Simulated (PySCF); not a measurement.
Simulated absorption spectrum

Compound: H₉NO₃Si₃.
SMILES: `N[SiH2]O[Si@@H](O)O[SiH3]`

Method used: PySCF, TDDFT CAM-B3LYP/def2-SVPD, vertical, gas phase, core orbitals frozen in the response. One conformer (not necessarily the lowest) at the GFN2-xTB geometry, without solvent, vibrations or thermal averaging. Note that the optimisation stopped short of convergence; the values belong to its last geometry.

Broadening: Gaussians 0.25 eV wide at half height, area fixed by f = 4.319×10⁻⁹ ∫ε dν̃. The width is an assumption, not a result. The curve ends short of the highest state used, and states not computed would add to its high-energy end.

```json
{"E (eV)": "6.24", "ε (L mol⁻¹ cm⁻¹)": "5"}
{"E (eV)": "6.27", "ε (L mol⁻¹ cm⁻¹)": "14"}
{"E (eV)": "6.29", "ε (L mol⁻¹ cm⁻¹)": "26"}
{"E (eV)": "6.32", "ε (L mol⁻¹ cm⁻¹)": "59"}
{"E (eV)": "6.35", "ε (L mol⁻¹ cm⁻¹)": "124"}
{"E (eV)": "6.37", "ε (L mol⁻¹ cm⁻¹)": "195"}
{"E (eV)": "6.40", "ε (L mol⁻¹ cm⁻¹)": "361"}
{"E (eV)": "6.43", "ε (L mol⁻¹ cm⁻¹)": "616"}
{"E (eV)": "6.45", "ε (L mol⁻¹ cm⁻¹)": "841"}
{"E (eV)": "6.48", "ε (L mol⁻¹ cm⁻¹)": "1257"}
{"E (eV)": "6.50", "ε (L mol⁻¹ cm⁻¹)": "1571"}
{"E (eV)": "6.53", "ε (L mol⁻¹ cm⁻¹)": "2055"}
{"E (eV)": "6.56", "ε (L mol⁻¹ cm⁻¹)": "2481"}
{"E (eV)": "6.58", "ε (L mol⁻¹ cm⁻¹)": "2691"}
{"E (eV)": "6.61", "ε (L mol⁻¹ cm⁻¹)": "2845"}
{"E (eV)": "6.64", "ε (L mol⁻¹ cm⁻¹)": "2776"}
{"E (eV)": "6.66", "ε (L mol⁻¹ cm⁻¹)": "2613"}
{"E (eV)": "6.69", "ε (L mol⁻¹ cm⁻¹)": "2233"}
{"E (eV)": "6.72", "ε (L mol⁻¹ cm⁻¹)": "1764"}
{"E (eV)": "6.74", "ε (L mol⁻¹ cm⁻¹)": "1443"}
{"E (eV)": "6.77", "ε (L mol⁻¹ cm⁻¹)": "1003"}
{"E (eV)": "6.79", "ε (L mol⁻¹ cm⁻¹)": "758"}
{"E (eV)": "6.82", "ε (L mol⁻¹ cm⁻¹)": "475"}
{"E (eV)": "6.85", "ε (L mol⁻¹ cm⁻¹)": "291"}
{"E (eV)": "6.87", "ε (L mol⁻¹ cm⁻¹)": "214"}
{"E (eV)": "6.90", "ε (L mol⁻¹ cm⁻¹)": "148"}
{"E (eV)": "6.93", "ε (L mol⁻¹ cm⁻¹)": "120"}
{"E (eV)": "6.95", "ε (L mol⁻¹ cm⁻¹)": "113"}
{"E (eV)": "6.98", "ε (L mol⁻¹ cm⁻¹)": "108"}
{"E (eV)": "7.01", "ε (L mol⁻¹ cm⁻¹)": "102"}
{"E (eV)": "7.03", "ε (L mol⁻¹ cm⁻¹)": "96"}
{"E (eV)": "7.06", "ε (L mol⁻¹ cm⁻¹)": "82"}
{"E (eV)": "7.08", "ε (L mol⁻¹ cm⁻¹)": "71"}
{"E (eV)": "7.11", "ε (L mol⁻¹ cm⁻¹)": "54"}
{"E (eV)": "7.14", "ε (L mol⁻¹ cm⁻¹)": "38"}
{"E (eV)": "7.16", "ε (L mol⁻¹ cm⁻¹)": "29"}
{"E (eV)": "7.19", "ε (L mol⁻¹ cm⁻¹)": "18"}
{"E (eV)": "7.22", "ε (L mol⁻¹ cm⁻¹)": "10"}
{"E (eV)": "7.24", "ε (L mol⁻¹ cm⁻¹)": "7"}
{"E (eV)": "7.27", "ε (L mol⁻¹ cm⁻¹)": "3"}
{"E (eV)": "7.29", "ε (L mol⁻¹ cm⁻¹)": "2"}
{"E (eV)": "7.32", "ε (L mol⁻¹ cm⁻¹)": "1"}
{"E (eV)": "7.35", "ε (L mol⁻¹ cm⁻¹)": "1"}
{"E (eV)": "7.37", "ε (L mol⁻¹ cm⁻¹)": "2"}
{"E (eV)": "7.40", "ε (L mol⁻¹ cm⁻¹)": "5"}
{"E (eV)": "7.43", "ε (L mol⁻¹ cm⁻¹)": "12"}
{"E (eV)": "7.45", "ε (L mol⁻¹ cm⁻¹)": "22"}
{"E (eV)": "7.48", "ε (L mol⁻¹ cm⁻¹)": "49"}
{"E (eV)": "7.51", "ε (L mol⁻¹ cm⁻¹)": "104"}
{"E (eV)": "7.53", "ε (L mol⁻¹ cm⁻¹)": "165"}
{"E (eV)": "7.56", "ε (L mol⁻¹ cm⁻¹)": "306"}
{"E (eV)": "7.58", "ε (L mol⁻¹ cm⁻¹)": "445"}
{"E (eV)": "7.61", "ε (L mol⁻¹ cm⁻¹)": "731"}
{"E (eV)": "7.64", "ε (L mol⁻¹ cm⁻¹)": "1116"}
{"E (eV)": "7.66", "ε (L mol⁻¹ cm⁻¹)": "1419"}
{"E (eV)": "7.69", "ε (L mol⁻¹ cm⁻¹)": "1917"}
```

(1) Locate the maxima and give the states behind the curve.

(2) Coming from long wavelengths, where does ε first pass 100 L mol⁻¹ cm⁻¹?

(3) On this curve, what absorbance would a 10⁻⁵ mol/L sample give at 193 nm over a 1 cm path?

## Answers

(1) 187 nm (6.62 eV), ε about 2800, made up of S1 (100%) (ε in L mol⁻¹ cm⁻¹; maxima over ε = 5, shares over 10%). At its high-energy end, 7.69 eV, the curve is still rising (ε about 1900, from S3 and S4). The states used: S1 6.62 eV (f 0.026); S2 6.99 eV (f 0.0009); S3 7.76 eV (f 0.011); S4 7.80 eV (f 0.013); S5 7.87 eV (f 0.0070); S6 8.06 eV (f 0.015); S7 8.14 eV (f 0.017); S8 8.29 eV (f 0.012).

(2) At about 196 nm (6.34 eV), 0.27 eV below S1.

(3) 193 nm is 6.424 eV, where ε is about 560 L mol⁻¹ cm⁻¹, so A = ε c l ≈ 0.0056 (Beer–Lambert, with the gas-phase spectrum and the assumed width).
